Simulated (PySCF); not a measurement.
Computed shifts of a molecule C6H10O, KT2/pcSseg-1 run with PySCF, GIAO, gas phase, equivalent atoms averaged, in ppm (number of nuclei): ¹³C: 199.2 (1), 47.0 (2), 34.5 (2), 32.1 (1). ¹H: 2.51 (2), 2.43 (2), 2.39 (2), 2.07 (1), 1.96 (2), 1.77 (1). References: ¹⁷O against H2O (σ = 330.4 ppm); ¹³C against TMS (σ = 185.1 ppm); ¹H against TMS (σ = 31.47 ppm), references at their B3LYP-D3(BJ)/def2-TZVP geometries, non-relativistic. Geometry: ωB97X-D3(BJ)/def2-SVP. One conformer was computed; it need not be the lowest.

Problem. Which structure fits?
A) CO/C=C\C1CC1
B) C=COC(=C)CC
C) C/C=C\C=C/OC
D) O=C1CCCCC1

Solution. D, O=C1CCCCC1
